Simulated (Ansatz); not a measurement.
`N=[CH][Ga]([F])[SiH3]` + H₂ → `[F][GaH][SiH3]` + `C=N`  (hydrogenolysis of a Ga–C bond)

Gas-phase electronic energies from Ansatz, PBE0-D4/def2-TZVP geometries. CCSD(T)/CBS is the MP2 limit (def2-TZVPP, def2-QZVPP) plus CCSD(T) − MP2 in def2-TZVPP, frozen cores. This one scheme is used for every species. DFT in def2-TZVPP. For Ga outer-core shells are correlated without core-valence functions, which leaves a few kJ/mol of doubt a bond. Scalar relativity is left out up to krypton. One conformer a species, not always the lowest.

`N=[CH][Ga]([F])[SiH3]`:

Cartesian coordinates in Å:
```
N -0.154 2.509 0.435
C 0.857 1.759 0.601
Ga 0.864 -0.195 0.227
F 2.406 -0.993 0.546
Si -0.914 -1.605 -0.589
H -0.966 1.993 0.085
H 1.763 2.250 0.976
H -2.144 -0.810 -0.852
H -1.225 -2.646 0.425
H -0.488 -2.262 -1.853
```

H₂:

```xyz
2

H     0.007    0.287   -0.239
H    -0.007   -0.287    0.239
```

`[F][GaH][SiH3]`:

Cartesian coordinates in Å:
```
F -0.381 -1.729 -1.831
Ga -0.806 -1.039 -0.262
Si 0.574 0.841 0.332
H -1.998 -1.794 0.415
H 0.375 1.932 -0.659
H 0.231 1.354 1.685
H 2.004 0.434 0.320
```

`C=N`:

Z-matrix (Å, degrees):
```
C
N 1 1.261
H 1 1.096 2 124.9
H 1 1.092 2 118.8 3 -180.0
H 2 1.021 1 111.0 3 -0.0
```

```tsv
level	ΔE (eV)
PBE0-D4	-0.35
PBE0	-0.40
```

Problem. What does CCSD(T)/CBS give? (Estimate.)

Solution. Computed: -0.31 eV. The listed levels differ from it by -0.04, -0.09 eV.

Largest T1 diagnostic among the species: 0.015.

In def2-TZVPP, CCSD(T) changes the Hartree–Fock value by +0.31 eV (the triples alone add +0.07 eV) and MP2 by +0.36 eV. The D4 term adds +0.09 eV with B3LYP and +0.05 eV with PBE0; it sums over pairs of atoms, weighted by their polarisabilities, and B3LYP, whose exchange is more repulsive, gets the larger term.

B3LYP here is the variant with VWN-RPA as its local correlation; programs differ in this.
